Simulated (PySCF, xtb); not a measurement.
Cd(Me)(OSiH3) (CH6CdOSi), SMILES [CH3][Cd][O][SiH3].

GFN2-xTB in xtb at its own geometry gives an orbital gap of 2.99 eV and a dipole moment of 5.10 D.

Geometry optimised at PBE0-D3(BJ)/def2-SVP. The structure was generated by enumeration; whether it is a known compound was not checked. The def2 effective core potentials stand for the cores of Cd; spin–orbit coupling is left out. One conformer was computed; it need not be the lowest.

Question: What does ωB97X/def2-TZVP run with PySCF give? (Estimate from the structure and the level; the computed values follow.)

Answer: gap 11.26 eV (levels -10.22 and 1.03 eV), dipole 3.08 D.
